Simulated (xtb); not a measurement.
SnHF2Cl, SMILES [F][SnH]([F])[Cl]. All values are semi-empirical tight-binding results from xtb (GFN2-xTB unless named), good for trends rather than for accurate numbers. Geometry: GFN2-xTB.

For metal compounds this method's bond lengths and energies can be far off.

| Property | Value |
|---|---|
| point group as xtb finds it | Cs |
| orbital gap | 3.96 eV |
| zero-point energy | 5.3 kcal/mol |
| G − E(el) at 298.15 K (modified RRHO) | -15.0 kcal/mol |
